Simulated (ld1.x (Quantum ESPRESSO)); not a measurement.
**An all-electron radial function and its pseudo partner (Cu)**

Columns: radius, all-electron u(r) and pseudo u(r) of the 4p shell (level -6.63 eV) of copper in the configuration [Ar] 3d10 4s0 4p0; LDA (PZ), scalar-relativistic, TM semilocal scheme, ld1.x (Quantum ESPRESSO) 7.5.

| r (bohr) | all-electron | pseudo |
| --- | --- | --- |
| 0.108 | 0.1259 | 0.0023 |
| 0.215 | 0.0537 | 0.0092 |
| 0.322 | -0.0898 | 0.0204 |
| 0.430 | -0.1874 | 0.0357 |
| 0.538 | -0.2175 | 0.0548 |
| 0.645 | -0.1962 | 0.0768 |
| 0.752 | -0.1439 | 0.1016 |
| 0.860 | -0.0749 | 0.1292 |
| 0.968 | 0.0002 | 0.1590 |
| 1.075 | 0.0749 | 0.1908 |
| 1.182 | 0.1464 | 0.2251 |
| 1.290 | 0.2136 | 0.2620 |
| 1.398 | 0.2750 | 0.3012 |
| 1.505 | 0.3295 | 0.3415 |
| 1.612 | 0.3779 | 0.3821 |
| 1.720 | 0.4205 | 0.4215 |
| 1.828 | 0.4573 | 0.4574 |
| 1.935 | 0.4882 | 0.4882 |
| 2.042 | 0.5140 | 0.5140 |
| 2.150 | 0.5352 | 0.5352 |
| 2.258 | 0.5519 | 0.5519 |
| 2.365 | 0.5643 | 0.5643 |
| 2.472 | 0.5731 | 0.5731 |
| 2.580 | 0.5785 | 0.5785 |
| 2.688 | 0.5809 | 0.5809 |
| 2.795 | 0.5805 | 0.5805 |

**Question.** How many radial nodes do the two functions have?

**Answer.** The all-electron 4p function has n − l − 1 = 2; the pseudo-wave has 0, since the states of the same l below it are removed with the core.

**Question.** At about which radius was the pseudo-wave matched?

**Answer.** 2.00 bohr. The columns agree to 0.0005 from 1.83 bohr on; several derivatives are matched, so the curves merge somewhat inside the radius.

**Question.** Where does each function peak?

**Answer.** Outermost all-electron maximum near 2.69 bohr, pseudo maximum near 2.69 bohr (to the table’s step).

**Question.** Is the pseudo-wave norm-conserving?

**Answer.** Yes: the TM semilocal scheme keeps the norm inside the radius equal to the all-electron one, which fixes the energy derivative of the logarithmic derivative at the level.
